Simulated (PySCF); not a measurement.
naphthalene (C10H8), SMILES c12ccccc2cccc1.

The structure is a stationary point at r2SCAN-D4/def2-SVP.

Two levels are set side by side: PBE/def2-SVP (PySCF) and CAM-B3LYP/def2-SVP (PySCF). Same geometry, gas phase. Differences are taken from unrounded values.

| quantity | CAM-B3LYP | PBE | PBE minus CAM-B3LYP |
|---|---|---|---|
| orbital gap (eV) | 7.27 | 3.43 | -3.84 |
| highest occupied level (eV) | -7.34 | -5.39 | 1.94 |
| lowest empty level (eV) | -0.07 | -1.97 | -1.90 |
| mean polarisability (bohr³) | 103.9 | 107.1 | 3.2 |

PBE's occupied levels lie high since its potential decays too fast outside the molecule; exact exchange lowers them and widens the gap. PBE's more diffuse valence density responds more strongly to a field. Differences between two approximate levels are no errors against the true value.

Rough cost on one machine, each run with all the roots and properties that it gave: CAM-B3LYP against PBE within a factor of 2.
